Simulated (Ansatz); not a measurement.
An input meant for CH3F3Ge⁺, that is Ge(CF3)H3 with one electron fewer (charge 1, doublet).

```yaml
crystal:
  periodic: [false, false, false]
  atoms:
    - {symbol: Ge, position_ang: [-0.002335, 0.002997, -1.009122]}
    - {symbol: C, position_ang: [0.002260, -0.003073, 0.986169]}
    - {symbol: F, position_ang: [-1.237825, 0.101432, 1.481144]}
    - {symbol: F, position_ang: [0.715730, 1.017576, 1.479174]}
    - {symbol: F, position_ang: [0.532319, -1.132296, 1.473564]}
    - {symbol: H, position_ang: [1.457810, -0.044507, -1.473802]}
    - {symbol: H, position_ang: [-0.476401, -1.186497, -1.422448]}
    - {symbol: H, position_ang: [-0.776401, -1.236497, -1.472448]}
basis:
  gaussian: {orbitals: cc-pVTZ-DK}
total_charge: 1
magnetization: {spin_polarized: true, initial_magnetization: 1}
hamiltonian: {xc: {name: BLYP}}
scf: {omitted_lower_state_checks: [starts]}
```

```sh
$ ansatz run in.yaml --threads 4 --pin off --events-out ev --progress --plain --max-ram 3916MiB
```

Shortened log:

```
Functional definition: BLYP
1156 factors; their error is unknown
mean field evaluation 1: about -66323.0601 eV, gradient 6.5e1 eV
mean field evaluation 2: about -66140.8012 eV, gradient 2.1e2 eV
mean field evaluation 4: about -66335.4142 eV, gradient 8.2e0 eV
mean field evaluation 8: about -66335.6929 eV, gradient 1.8e-1 eV
mean field evaluation 16: about -66335.6499 eV, gradient 3.5e-3 eV
mean field -66335.64989540 eV, -2437.7901697376 hartree, gradient 3.1e-5 eV, S^2 0.750980; 0 other end points of the search recorded, 0 dependent functions left out
reference -66335.65017980 eV, -2437.7901801889 hartree; 34, 33 occupied and 171, 172 virtual orbitals, 1156 factors
Total energy: -66335.65017980 eV, -2437.7901801889 hartree
Relativity: scalar
Checks for a lower state left out: starts
```

Something in this input is off. What?

One atom was put on top of another. Self-consistency was reached. The result belongs to that input, not to the species as meant.
